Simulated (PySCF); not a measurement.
A structure optimised at B3LYP-D3(BJ)/def2-SVP, used in a PySCF frequency run:

```xyz
11

C      1.3322    -1.0599     0.0624
C      0.0159    -0.3654     0.2092
C     -1.2587    -1.1406     0.1267
S      0.0293     1.3511    -0.1825
H      1.5220    -1.3946    -0.9798
H      1.3630    -1.9629     0.6957
H      2.1739    -0.4114     0.3536
H     -2.1068    -0.5968     0.5761
H     -1.5444    -1.3715    -0.9218
H     -1.1586    -2.1043     0.6535
H     -1.2546     1.6196     0.1529
```
Charge 0, spin multiplicity 2.

**Question.** Write its SMILES and formula.

**Answer.** C[C](C)S, C₃H₇S

**Question.** What are its rotational constants (standard atomic weights)?

**Answer.** 8.0409, 4.6313, 3.0691 GHz
